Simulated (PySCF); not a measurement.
## C₆ coefficients of unlike pairs at PBE0

Calculated with PySCF 2.14 from the dipole response of each species, C₆(A,B) = (3/π) ∫ α_A(iu) α_B(iu) du, in atomic units, from isotropic polarisabilities. For ions this is the dispersion term alone; charge-induced terms of lower order in 1/R come first.

```
species      configuration                       basis     relativity  α (bohr³)  C₆ (like pair)
     C⁺  [He] 2s2 2p1 (2P)        aug-cc-pVDZ (4s3p2d)           none      6.100           14.68
     Mn  [Ar] 3d5 4s2 (6S)  aug-cc-pVQZ (9s8p6d4f3g2h)           none      79.96           777.0
     Si  [Ne] 3s2 3p2 (3P)     aug-cc-pVDZ-DK (5s4p2d)  spin-free X2C      38.38           318.3
     P⁺  [Ne] 3s2 3p2 (3P)      def2-TZVPPD (6s5p4d1f)           none      14.40           74.36
```

(1) Estimate C₆ for P⁺ with Si.

No spin-orbit coupling is included.

The other pairs:

| pair | C₆ |
| --- | --- |
| Si, C⁺ | 65.38 |
| Mn, C⁺ | 93.98 |
| Si, Mn | 482.4 |
| P⁺, C⁺ | 32.95 |
| P⁺, Mn | 216.4 |

## Answers

(1) The integral gives 149.5. The combination rule 2 C_A C_B / (C_A α_B/α_A + C_B α_A/α_B) gives 149.0 and the geometric mean 153.8.
